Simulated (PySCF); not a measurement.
## Structure from NMR data

An unknown has the formula C6H11FO. Its calculated NMR data are:

¹H NMR (400 MHz, computed): δ 6.00 (m, 1H), 5.19 (m, 2H), 4.30 (s, 2H), 3.33 (s, 3H), 1.94 (s, 3H).

¹³C{¹H} NMR (computed): δ 156.0 (C), 130.2 (CH), 81.0 (CH2), 73.4 (CH2), 58.4 (CH3), 23.1 (CH3).

Computational details: PBE0/pcSseg-1 with gauge-including orbitals, GFN2-xTB structure, in PySCF (one conformer, averaged over atoms made equivalent by symmetry, fast rotation or ring inversion, non-relativistic Hamiltonian, no solvent).

δ = σ(ref) − σ, references computed at the same level: ¹H, ¹³C vs TMS.

Problem. Deduce the structure.

Solution. 
The formula gives 1 degree of unsaturation (no ring in the answer). 6 carbon signals for 6 carbons: no two carbons are equivalent. Carbon types of the structure: 1 × C, 1 × CH, 2 × CH2, 2 × CH3, which accounts for all hydrogens. δC 156.0: fully substituted alkene carbon; as expected for a trigonal carbon in a double bond. δC 130.2: alkene CH; as expected for a trigonal carbon in a double bond. δC 81.0: allylic sp3 CH2 bonded to F; pulled downfield by the heteroatom. δC 73.4: allylic sp3 CH2 bonded to O; deshielded by the electronegative neighbour. δH 5.19: hydrogen on an allylic sp3 CH2 bonded to F; its carbon carries F, which withdraws density. δH 3.33: hydrogen on a methyl carbon bonded to O; its carbon carries O, which withdraws density. δH 1.94: hydrogen on an allylic methyl carbon; allylic position.

Structure: `FC/C=C(\COC)C`.

This is the structure that produced the data.

Splittings by ¹⁹F in the carbon and heteronuclear signals aren't shown, as no couplings were computed. Shifts are as computed. Against solution values, carbons near 30 ppm lie about +3 ppm off and those near 130 ppm about +5 ppm. Of 1211 compounds with measured shifts, 218 miss one by over three times the rms of a fit or turn the order of signals round; such compounds aren't used in these exercises. No couplings were computed; multiplicities are counted from neighbouring protons, with m where these are inequivalent, close in shift, in a saturated or five-membered ring or joined by F or P, and br s for small geminal =CH2 splittings.
